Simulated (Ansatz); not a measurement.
GeH4S2, singlet: a relaxation.

in.yaml

```yaml
crystal:
  periodic: [false, false, false]
  atoms:
    - {symbol: Ge, position_ang: [-0.892635, 0.112118, 0.303338]}
    - {symbol: S, position_ang: [1.555103, -0.203997, 0.340703]}
    - {symbol: S, position_ang: [-0.715741, 1.273082, -1.441780]}
    - {symbol: H, position_ang: [1.063008, 0.687554, -0.719624]}
    - {symbol: H, position_ang: [-1.089997, 0.735076, 1.699371]}
    - {symbol: H, position_ang: [-1.408747, -1.341883, 0.303368]}
    - {symbol: H, position_ang: [1.489009, -1.261950, -0.485476]}
basis:
  gaussian: {orbitals: def2-SVP}
hamiltonian: {xc: {name: CAM-B3LYP}, dispersion: d4}
relax: {f_tol: 0.03, max_steps: 60, escape_saddle: true}
```

Command:

```bash
ansatz run in.yaml --threads 4 --pin off --events-out ev --progress --plain --max-ram 9574MiB
```

What Ansatz 0.2.0 printed:

```
Error: invalid value for `relax.escape_saddle`: a Gaussian basis doesn't support `true`; leave it out, and run phonons on the result
```

The run took about 0.05 s on 4 CPU threads of an Arm Neoverse V1 (shared host).


The program refused the input.